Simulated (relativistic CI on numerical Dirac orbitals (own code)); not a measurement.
Hyperfine structure of Tm XXXVI, mass number 171

Method of calculation: Dirac-Coulomb-Breit CI, KLI orbitals optimised for each configuration, model QED, unscaled Slater integrals (own radial code, finite nucleus).

Configuration list (outside the closed core [Ar] 3d10): 4s²4p⁴, 4s4p⁵, 4s²4p³4d, 4p⁶, 4s4p⁴4d, 4s²4p³4f, 4s4p⁴4f, 4p⁵4d, 4s4p³4d², 4s²4p²4d4f, 4p⁵4f, 4p⁴4d², 4p³4d³, 4p³4d²4f. Double excitations out of closed p, d and f shells are left out; levels of such configurations are missing from the list, as are those of other unlisted configurations, and high levels can miss mixing partners.

Nuclear spin I = 1/2, μ = -0.23 μN (tables of Stone and Pyykkö). The electronic factors are computed for point nuclear moments, without core polarisation or the Bohr-Weisskopf and QED corrections.

| Level | E (cm⁻¹) | A (MHz) |
| --- | --- | --- |
| 4s²4p⁴ ³P2 | 0 | -19720 |
| 4s²4p⁴ ³P1 | 502956 | 14700 |
| 4s²4p⁴ ¹D2 | 537605 | -55140 |
| 4s4p⁵ ³P°2 | 1144109 | -80060 |

Levels with J = 0, under 50 % of one LS term, or S terms without an open s electron are left out. Small factors come from cancelling terms and can be off by tens of per cent or more.

At this charge energies of transitions that change n are usually good to better than 1 %, and those within a shell (Δn = 0) to a few per cent.

Give the hyperfine levels of 4s²4p⁴ ³P2 relative to its centre of gravity.

With K = F(F + 1) − I(I + 1) − J(J + 1), E = AK/2: F = 3/2: 29580, F = 5/2: -19720 MHz.

LS names give the leading component of a level, which can be under half, so a name can repeat, a term be missing and a line seem to break the LS rules.
